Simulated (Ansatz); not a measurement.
Be3S3 (the lowest singlet isomer of a short search) was relaxed with r2SCAN-D4 (def2-SVP, def2-SVPD) in Ansatz in these states: charge -1 doublet, neutral singlet. The geometries follow in no particular order.

A:

Cartesian coordinates in Å:
```
Be -0.348 -0.609 -1.234
Be -0.375 -0.613 1.224
Be 0.723 1.221 0.010
S -1.111 -1.875 -0.015
S 0.576 0.941 -1.880
S 0.535 0.934 1.895
```

B:

```csv
atom,x (Å),y (Å),z (Å)
Be1,0.2188,-1.2422,-0.1709
Be2,0.2447,0.8244,-0.9385
Be3,-0.4628,0.4179,1.1096
S4,0.8194,-0.7394,-1.9630
S5,-0.4329,-1.4585,1.6605
S6,-0.3872,2.1978,0.3024
```

Problem. Judge from the bond lengths which geometry belongs to which state (an estimate).

Solution. A is the neutral singlet (Be1–S5 1.916 Å, Be2–S6 1.916 Å, Be1–S4 1.916 Å); B is the charge -1 doublet (Be1–S5 1.956 Å, Be2–S6 1.956 Å, Be1–S4 1.956 Å).

At r2SCAN-D4/def2-SVPD the highest occupied level of the relaxed charge -1 doublet lies above zero (up to 0.36 eV). By energy differences its removal costs 1.23 eV (each at its own geometry, to the charge 0 singlet, at PBE0-D4/def2-TZVPD). These are the stationary points nearest to one start from a short search; other shapes may lie lower in each state.
